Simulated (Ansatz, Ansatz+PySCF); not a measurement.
```tsv
atom	x (Å)	y (Å)	z (Å)
H	-0.0141	-0.0348	-1.2687
C	0.0315	0.0093	-0.1899
P	0.0326	0.0363	1.3977
```

Basis set: def2-SVP (spherical functions). Frozen core: 6 orbitals. Charge 0, multiplicity 1.

Computed with Ansatz (development build ahead of 0.2.0); each method stands on the lowest determinant of its kind that the runs found. Restricted open shells among the atoms or ions are ROHF, correlated in semicanonical orbitals with singles.

(1) Give the atomization energy at this shape (free ground-state atoms in the same class of orbitals less the molecule, no zero-point energy) of singlet CHP by RHF-CCSD(T), UHF-CCSD(T), RHF-MP2, UHF-MP2, RHF, UHF.

## Answers

(1)

```csv
method,atomization energy
RHF-CCSD(T),971.2 kJ/mol
UHF-CCSD(T),964.5 kJ/mol
RHF-MP2,996.4 kJ/mol
UHF-MP2,887.6 kJ/mol
RHF,635.4 kJ/mol
UHF,653.2 kJ/mol
```

Caution for UHF-CCSD(T), UHF-MP2: a plain start can end on a higher determinant. Caution for UHF-CCSD(T): another reference gives a lower total. Caution for UHF-CCSD(T), UHF-MP2, UHF: the unrestricted determinant is spin contaminated.
